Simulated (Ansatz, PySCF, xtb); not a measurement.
Process, species as SMILES: N[SiH2-] → [NH-][SiH3]
Geometries: B3LYP-D3(BJ)/def2-TZVP minima from Ansatz (a program for electronic structure), one conformer each, not searched for the lowest. Frequencies are from Ansatz.

Quantity: isomerisation energy (enthalpy at 298 K, with B3LYP-D3(BJ) rigid-rotor harmonic-oscillator terms), in eV. Cores are frozen in the correlated levels unless marked. No spin-orbit coupling. Non-relativistic. FCI takes restricted orbitals. Anions need diffuse functions: aug- sets have them; def2-D sets add few; the other sets have none. CBS(X,Y): correlation extrapolated as X^-3; Hartree-Fock from the larger set. The bracket is a focal-point correction in the basis named.

| level | program | isomerisation energy (eV) | minus last row |
|---|---|---|---|
| GFN2-xTB | xtb | -2.13 | -1.88 |
| HF/6-31G | Ansatz | 1.09 | 1.34 |
| HF/cc-pV(Q+d)Z | Ansatz | -0.18 | 0.07 |
| r2SCANh/def2-TZVPD | Ansatz | -0.27 | -0.02 |
| M06-2X/def2-TZVPD | PySCF | -0.18 | 0.07 |
| CAM-B3LYP/def2-TZVPD | Ansatz | -0.25 | 0.00 |
| B2GP-PLYP-D3(BJ)/def2-TZVPD | Ansatz + dftd3 | -0.30 | -0.05 |
| MP2/def2-QZVPP | Ansatz | -0.35 | -0.10 |
| MP2/def2-QZVPPD | Ansatz | -0.36 | -0.11 |
| CCSD/cc-pV(T+d)Z | Ansatz | -0.16 | 0.09 |
| CCSD/cc-pV(5+d)Z | Ansatz | -0.22 | 0.03 |
| CCSD(T)/6-31G | Ansatz | 0.85 | 1.10 |
| FCI/STO-3G | Ansatz | 0.69 | 0.94 |
| RI-MP2/CBS(aug-cc-pV(T+d)Z,aug-cc-pV(Q+d)Z)+[CCSD(T)-MP2]/aug-cc-pV(T+d)Z | Ansatz | -0.24 | 0.01 |
| CCSD(T)/CBS(aug-cc-pV(T+d)Z,aug-cc-pV(Q+d)Z) | Ansatz | -0.25 | 0.00 |
